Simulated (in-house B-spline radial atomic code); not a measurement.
Radial electron density of neutral scandium, [Ne] 3s2 3p5 3d2 4s2. Computed with an all-electron radial atomic-structure program (B-spline basis): Dirac-Hartree-Fock, average of configuration, Fermi nucleus of rms radius 3.5459 fm, inside a hard spherical wall at 2.69 bohr.

Columns: r (bohr), 4πr²n(r) (electrons per bohr), bar.

```
 0.00311    0.712 #
 0.00368   0.9695 ##
 0.00436    1.317 ##
 0.00516    1.777 ###
 0.00612    2.392 ####
 0.00724    3.181 #####
 0.00858    4.207 #######
  0.0102    5.532 #########
   0.012    7.074 ############
  0.0142    8.999 ###############
  0.0169    11.34 ###################
    0.02     13.9 #######################
  0.0237    16.67 ############################
   0.028    19.39 ################################
  0.0332    21.92 ####################################
  0.0393    23.84 ########################################
  0.0465    24.86 #########################################
  0.0551    24.78 #########################################
  0.0652    23.58 #######################################
  0.0772     21.6 ####################################
  0.0915     19.5 ################################
   0.108    18.21 ##############################
   0.128    18.38 ###############################
   0.152    20.32 ##################################
    0.18    23.27 #######################################
   0.213    25.84 ###########################################
   0.252    26.43 ############################################
   0.299    24.04 ########################################
   0.354    19.14 ################################
   0.419    13.45 ######################
   0.496    9.156 ###############
   0.587    7.535 #############
   0.696     8.16 ##############
   0.824    9.293 ###############
   0.975    9.359 ################
    1.16    8.057 #############
    1.37    6.451 ###########
    1.62    5.284 #########
    1.92    4.037 #######
    2.27    1.742 ###
    2.66  0.01064
```

On this grid the curve has 3 maxima, near 0.0465, 0.252, 0.975 bohr.

The 3d3/2 radial function P(r) = rR(r), positive near the nucleus, with its small component Q(r) (sign convention: Q ≈ (P' + κP/r)/2c):

| r (bohr) | P | Q |
| --- | --- | --- |
| 0.028 | 0.0009777 | 0.000599 |
| 0.0393 | 0.002489 | 0.001079 |
| 0.0551 | 0.006163 | 0.001877 |
| 0.0772 | 0.01472 | 0.003128 |
| 0.108 | 0.03349 | 0.004924 |
| 0.152 | 0.0728 | 0.007268 |
| 0.213 | 0.1455 | 0.009777 |
| 0.299 | 0.267 | 0.01187 |
| 0.419 | 0.4412 | 0.01276 |
| 0.587 | 0.6468 | 0.01179 |
| 0.824 | 0.8222 | 0.008982 |
| 1.16 | 0.879 | 0.005256 |
| 1.62 | 0.7465 | 0.001686 |
| 2.27 | 0.3388 | -0.001692 |
